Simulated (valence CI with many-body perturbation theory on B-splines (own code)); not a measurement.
# E1 line list for Pd VII

Method: relativistic CI+MBPT: four valence electrons over a frozen Dirac-Fock core [Kr], radial functions for each j: 7 s, 7 p, 8 d, 6 f, 4 g, 1 h, with the one-electron correlation potential Σ1, the two-electron term Σ2, the three-electron term Σ3, Breit, model QED; selected CI, second order for the rest, scaled by the run's own slope (own B-spline code, finite nucleus).

No measured levels were compared; by estimate terms of the open shell hold to 2 to 4 % of their energy, and close levels can change places; different configurations can be misplaced against each other by 1,000 to 8,000 cm⁻¹. The list stops below the first excitations out of the core.

Lines 351 to 400 of 423 in falling wavelength, among levels below 314100 cm⁻¹, chosen from the strongest by gf and those to the six lowest levels. Wavelengths and rates use the calculated energies, so an error of 2000 cm⁻¹ moves a line at 35.73 nm by 0.71 % and its rate by three times that or more. Electric multipoles are in the length gauge, E1 and E2 with the static RPA response of the core. Weak lines are less certain than strong ones. Lines between different terms over intervals too small for the method are left out, as are lines whose strength nearly cancels. The highest levels of a list are the least certain.

Names give the largest LS component (configuration and term), which can be under half, so a name can repeat, a term be missing and a line seem to break the LS rules; names also repeat where a configuration has a term twice. Letters in brackets count levels of one name in rising energy.

| λ vac (nm) | Upper | Lower | A (s⁻¹) | S (a.u.) with core polarisation | S without |
| --- | --- | --- | --- | --- | --- |
| 35.73 | 4d3 5p 5G°_5 | 4d4 3G_5 | 2.36e+08 | 5.85e-02 | 6.63e-02 |
| 35.68 | 4d3 5p 5D°_3 | 4d4 3G_4 | 3.38e+07 | 5.31e-03 | 5.97e-03 |
| 35.68 | 4d3 5p 5D°_3 | 4d4 3F_3 [a] | 1.39e+04 | 2.19e-06 | 4.28e-06 |
| 35.67 | 4d3 5p 5D°_3 | 4d4 3P_2 [a] | 6.25e+08 | 9.80e-02 | 1.10e-01 |
| 35.60 | 4d3 5p 5G°_4 | 4d4 3F_4 [a] | 1.06e+08 | 2.12e-02 | 2.40e-02 |
| 35.60 | 4d3 5p 3D°_2 | 4d4 3F_2 [a] | 5.75e+07 | 6.40e-03 | 7.42e-03 |
| 35.54 | 4d3 5p 5G°_5 | 4d4 3G_4 | 3.93e+07 | 9.56e-03 | 1.09e-02 |
| 35.49 | 4d3 5p 5D°_4 | 4d4 3G_5 | 9.52e+07 | 1.89e-02 | 2.19e-02 |
| 35.47 | 4d3 5p 3D°_2 | 4d4 3G_3 | 7.67e+08 | 8.45e-02 | 9.66e-02 |
| 35.46 | 4d3 5p 5D°_1 | 4d4 3P_2 [a] | 2.41e+06 | 1.59e-04 | 1.76e-04 |
| 35.45 | 4d3 5p 3D°_2 | 4d4 3P_1 [a] | 1.26e+09 | 1.39e-01 | 1.57e-01 |
| 35.37 | 4d3 5p 5G°_4 | 4d4 3G_3 | 5.10e+07 | 1.00e-02 | 1.15e-02 |
| 35.31 | 4d3 5p 5G°_3 | 4d4 3H_4 | 1.94e+08 | 2.95e-02 | 3.42e-02 |
| 35.30 | 4d3 5p 5D°_4 | 4d4 3G_4 | 6.67e+07 | 1.30e-02 | 1.48e-02 |
| 35.30 | 4d3 5p 5D°_3 | 4d4 3F_4 [a] | 6.74e+08 | 1.02e-01 | 1.17e-01 |
| 35.29 | 4d3 5p 5D°_4 | 4d4 3F_3 [a] | 1.94e+07 | 3.79e-03 | 4.28e-03 |
| 35.28 | 4d3 5p 5D°_2 | 4d4 3F_3 [a] | 4.51e+07 | 4.89e-03 | 5.60e-03 |
| 35.27 | 4d3 5p 5D°_2 | 4d4 3P_2 [a] | 2.46e+07 | 2.66e-03 | 2.96e-03 |
| 35.22 | 4d3 5p 3D°_1 | 4d4 3P_0 [a] | 1.43e+09 | 9.25e-02 | 1.04e-01 |
| 35.20 | 4d3 5p 5D°_3 | 4d4 3F_2 [a] | 2.15e+07 | 3.24e-03 | 3.63e-03 |
| 35.18 | 4d3 5p 5F°_1 | 4d4 3P_2 [a] | 1.18e+07 | 7.64e-04 | 8.37e-04 |
| 35.18 | 4d3 5p 5G°_4 | 4d4 3H_5 | 3.46e+08 | 6.69e-02 | 7.77e-02 |
| 35.16 | 4d3 5p 5G°_5 | 4d4 3F_4 [a] | 1.65e+08 | 3.90e-02 | 4.46e-02 |
| 35.08 | 4d3 5p 5D°_3 | 4d4 3G_3 | 1.79e+07 | 2.67e-03 | 3.13e-03 |
| 34.99 | 4d3 5p 5D°_1 | 4d4 3F_2 [a] | 8.13e+06 | 5.16e-04 | 5.94e-04 |
| 34.96 | 4d3 5p 5D°_0 | 4d4 3P_1 [a] | 6.52e+04 | 1.37e-06 | 9.54e-07 |
| 34.93 | 4d3 5p 5G°_5 | 4d4 3H_6 | 4.90e+08 | 1.13e-01 | 1.32e-01 |
| 34.92 | 4d3 5p 5D°_4 | 4d4 3F_4 [a] | 1.36e+07 | 2.57e-03 | 2.86e-03 |
| 34.91 | 4d3 5p 5G°_4 | 4d4 3H_4 | 2.28e+07 | 4.32e-03 | 4.83e-03 |
| 34.86 | 4d3 5p 5D°_1 | 4d4 3P_1 [a] | 5.25e+07 | 3.29e-03 | 3.72e-03 |
| 34.81 | 4d3 5p 5D°_2 | 4d4 3F_2 [a] | 2.58e+07 | 2.69e-03 | 3.08e-03 |
| 34.75 | 4d3 5p 5G°_5 | 4d4 3H_5 | 3.02e+07 | 6.88e-03 | 7.73e-03 |
| 34.72 | 4d3 5p 5F°_1 | 4d4 3F_2 [a] | 1.34e+09 | 8.28e-02 | 9.37e-02 |
| 34.71 | 4d3 5p 5D°_4 | 4d4 3G_3 | 3.21e+07 | 5.96e-03 | 6.71e-03 |
| 34.69 | 4d3 5p 5D°_2 | 4d4 3G_3 | 3.88e+05 | 3.99e-05 | 4.73e-05 |
| 34.67 | 4d3 5p 5D°_2 | 4d4 3P_1 [a] | 2.36e+08 | 2.43e-02 | 2.76e-02 |
| 34.62 | 4d3 5p 5D°_3 | 4d4 3H_4 | 9.24e+07 | 1.33e-02 | 1.52e-02 |
| 34.59 | 4d3 5p 5F°_1 | 4d4 3P_1 [a] | 9.36e+08 | 5.74e-02 | 6.44e-02 |
| 34.52 | 4d3 5p 5D°_4 | 4d4 3H_5 | 6.85e+05 | 1.25e-04 | 1.49e-04 |
| 34.49 | 4d3 5p 5G°_5 | 4d4 3H_4 | 4.44e+07 | 9.89e-03 | 1.12e-02 |
| 34.36 | 4d3 5p 5D°_1 | 4d4 3P_0 [a] | 6.73e+07 | 4.04e-03 | 4.54e-03 |
| 34.26 | 4d3 5p 5D°_4 | 4d4 3H_4 | 1.87e+07 | 3.34e-03 | 3.77e-03 |
| 34.10 | 4d3 5p 5F°_1 | 4d4 3P_0 [a] | 1.70e+09 | 9.96e-02 | 1.12e-01 |
| 33.65 | 4d3 5p 5G°_2 | 4d4 5D_3 | 1.18e+07 | 1.11e-03 | 1.26e-03 |
| 33.54 | 4d3 5p 5G°_3 | 4d4 5D_4 | 1.50e+07 | 1.95e-03 | 2.22e-03 |
| 33.46 | 4d3 5p 5G°_2 | 4d4 5D_2 | 2.07e+07 | 1.92e-03 | 2.17e-03 |
| 33.34 | 4d3 5p 5G°_3 | 4d4 5D_3 | 7.57e+07 | 9.69e-03 | 1.10e-02 |
| 33.30 | 4d3 5p 5G°_2 | 4d4 5D_1 | 1.86e+06 | 1.70e-04 | 1.96e-04 |
| 33.18 | 4d3 5p 5G°_4 | 4d4 5D_4 | 9.69e+07 | 1.57e-02 | 1.78e-02 |
| 33.15 | 4d3 5p 5G°_3 | 4d4 5D_2 | 6.56e+07 | 8.25e-03 | 9.40e-03 |
